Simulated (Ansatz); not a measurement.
C3H9Y, SMILES `[CH3][Y]([CH3])[CH3]`. Charge 0, multiplicity 1. Y takes the def2 core potential. Geometry: relaxed with PBE0-D4/def2-TZVP.

```xyz
13

C     1.391   -1.739    0.134
Y     0.493    0.407    0.388
C     0.188    1.449   -1.686
C    -1.500    0.355    1.613
H     2.388   -1.865    0.581
H     1.493   -2.009   -0.925
H     0.749   -2.502    0.596
H     0.782    2.364   -1.822
H    -0.861    1.738   -1.840
H     0.459    0.781   -2.515
H    -1.455    0.898    2.569
H    -1.795   -0.674    1.859
H    -2.332    0.797    1.048
```

Task: What is the dipole moment at PBE/def2-TZVPP? (An estimate is asked.)

Result: Ansatz gave: 3.63 D, with components (2.39, 1.98, 1.88) D in this frame, pointing from negative to positive charge.

Task: And with r2SCAN, B3LYP, ωB97M-V? (Estimate.)

Result: The calculation gave: r2SCAN 3.89 D, B3LYP 3.89 D, ωB97M-V 4.09 D.

Task: Give the Mulliken charges with PBE, B3LYP, r2SCAN in def2-TZVPP. (An estimate is asked.)

Result: The calculation gave: 
```csv
atom,PBE,B3LYP,r2SCAN
C1,-0.66,-0.68,-0.60
Y2,1.14,1.21,1.16
C3,-0.66,-0.68,-0.60
C4,-0.66,-0.68,-0.60
H5,0.08,0.08,0.06
H6,0.10,0.10,0.08
H7,0.10,0.10,0.08
H8,0.08,0.08,0.06
H9,0.10,0.10,0.08
H10,0.10,0.10,0.08
H11,0.08,0.08,0.06
H12,0.10,0.10,0.08
H13,0.10,0.10,0.08
```

B3LYP here is the variant with VWN-RPA as its local correlation; programs differ in this.
